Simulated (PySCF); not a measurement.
**Computed properties of CI₂, SMILES I[C]I**

CI2, SMILES I[C]I (connectivity only; charge and spin as stated), neutral, multiplicity 1. Geometry: B3LYP-D3(BJ)/def2-TZVP. The def2 effective core potentials stand for the cores of I; spin–orbit coupling is left out. Other conformers were not sampled. All values are computed for the isolated molecule unless a solvent is named; none is compared with measurement here.

**Structure.** The optimised structure has C2v symmetry. All 3 harmonic modes at B3LYP-D3(BJ)/def2-TZVP (PySCF) are real, so it is a minimum. With heavy atoms numbered as in [C:1]([I:2])[I:3], the shortest bond between them is C1–I2 at 2.107 Å and the longest C1–I3 at 2.107 Å.

**Vibrations.** The strongest infrared lines (harmonic, unscaled, degenerate partners summed) lie at 579 cm⁻¹ (279 km/mol, C 94 %), 496 cm⁻¹ (3 km/mol, C 92 %, I 8 %), 132 cm⁻¹ (1 km/mol, I 96 %). The softest mode is at 132 cm⁻¹ and the zero-point energy is 1.7 kcal/mol.

**Electronic structure.** r2SCAN/def2-TZVPD (PySCF) places the frontier levels at -6.07 and -4.49 eV, a gap of 1.58 eV, and gives a dipole moment of 1.16 D and a mean polarisability of 90.9 bohr³. PBE/def2-TZVPD (PySCF) at the same geometry gives -5.81 and -4.53 eV, so its gap is 0.30 eV narrower. An orbital gap is neither the optical nor the fundamental gap.

**Excitations.** TDDFT-ωB97X/def2-SVPD (PySCF) has S1 at 1.45 eV (854 nm, f = 0.000, dark); the most intense of the 10 singlets computed lies at 3.73 eV (f = 0.08). T1 (TDA) is at 0.49 eV. TDDFT-PBE/def2-SVPD (PySCF) puts S1 at 1.60 eV.
